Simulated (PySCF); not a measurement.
Identify the unknown among the candidates.

All candidates are C7H11NO.

- 1H NMR: chemical shifts (computed TMS as zero) by class: 3.34 (3 H), 3.17 (3 H), 2.25 (1 H), 1.54 (2 H), 0.54 (2 H) ppm [GIAO PBE0/pcSseg-1]
- Dipole: 3.26 D [PBE0/pcSseg-1]
- NMR, other nuclei: isotropic shieldings of nuclei other than C and H, by class: 139 (1 N), -75 (1 O) ppm [GIAO PBE0/pcSseg-1]
- 13C NMR: chemical shifts (computed TMS as zero) by class: 168.1 (1 C), 38.5 (1 C), 36.4 (2 C), 34.3 (1 C), 12.0 (1 C), 8.0 (1 C) ppm [GIAO PBE0/pcSseg-1]
- Rotational structure: rotational constants A, B, C: 3.065, 1.212, 1.025 GHz [GFN2-xTB]

Gas-phase values; electronic properties from PySCF, density fitting. Levels stand in brackets. The structure is a single GFN2-xTB conformer in the gas phase; no vibrational or solvent corrections. GFN2-xTB frequencies show an imaginary mode (42i cm⁻¹), so this geometry is no minimum at that level. NMR classes are plain means over equivalent atoms (diastereotopic ones count apart unless rotation or inversion swaps them), as if these changed places fast.

Question: Which candidate is it?
A. `CN(C)C(=O)[C@]12C[C@H]1C2`
B. `NC[C@@H]1CC=CC(=O)C1`
C. `CC(=O)[C@H]1C=NCCC1`

Answer: A. It is `CN(C)C(=O)[C@]12C[C@H]1C2`. Numbering: `[CH3:1][N:2]([CH3:3])[C:4](=[O:5])[C@:6]12[CH2:7][C@H:8]1[CH2:9]2`. Its formula, C7H11NO, gives 3 degrees of unsaturation: 2 rings and 1 π bond in the structure found. 7 carbons fall into 6 classes; from least to most shielded: amide carbonyl carbon [C4] (168.1 ppm), N-methyl carbon [C3] (38.5 ppm), three-membered-ring carbon [C7/C9] (36.4 ppm, 2 C), N-methyl carbon [C1] (34.3 ppm), sp3 carbon at a ring junction [C6] (12.0 ppm), sp3 carbon at a ring junction [C8] (8.0 ppm). Hydrogen classes from least to most shielded: 3 H on an N-methyl carbon, C3 (3.34 ppm, a mean of values up to 1.4 ppm apart in this geometry), 3 H on an N-methyl carbon, C1 (3.17 ppm, a mean of values up to 2.7 ppm apart in this geometry), 1 H on an sp3 carbon at a ring junction, C8 (2.25 ppm), 2 H on 2 three-membered-ring carbons, C7/C9 (1.54 ppm), 2 H on 2 three-membered-ring carbons, C7/C9 (0.54 ppm). The other shieldings belong to: 139 ppm, amide nitrogen [N2]; -75 ppm, amide oxygen [O5]. The optimised geometry has point group Cs and is an asymmetric top.

The others, at the same levels:
- `NC[C@@H]1CC=CC(=O)C1` fails: it has 7 carbon classes against 6; its computed 13C shifts are 201.6 (1 C), 159.1 (1 C), 136.9 (1 C), 54.1 (1 C), 47.2 (1 C), 42.7 (1 C), 35.8 (1 C) ppm, 1H shifts are 7.40 (1 H), 6.18 (1 H), 3.35 (1 H), 3.29 (1 H), 2.51 (1 H), 2.19 (1 H), 1.92 (1 H), 1.91 (1 H), 1.69 (1 H), 0.48 (2 H) ppm and rotational constant A is 3.263 GHz (against 3.065 GHz).
- `CC(=O)[C@H]1C=NCCC1` fails: it has 7 carbon classes against 6; its computed 13C shifts are 206.9 (1 C), 158.6 (1 C), 56.9 (1 C), 53.6 (1 C), 31.9 (1 C), 23.2 (1 C), 22.8 (1 C) ppm, 1H shifts are 8.17 (1 H), 4.21 (1 H), 3.68 (1 H), 3.02 (1 H), 2.37 (1 H), 2.32 (3 H), 1.88 (1 H), 1.33 (1 H), 1.24 (1 H) ppm and rotational constant A is 2.848 GHz (against 3.065 GHz).

Each candidate is one conformer, not necessarily the lowest. Dipoles, sizes and rotational constants follow the conformer. The torsions of the flexible species, by atom-mapped SMILES:
- `[CH3:1][N:2]([CH3:3])[C:4](=[O:5])[C@:6]12[CH2:7][C@H:8]1[CH2:9]2`: C1–N2–C4–O5 0°, N2–C4–C6–C7 -94°

The conformers of `NC[C@@H]1CC=CC(=O)C1` and `CC(=O)[C@H]1C=NCCC1` aren't listed.
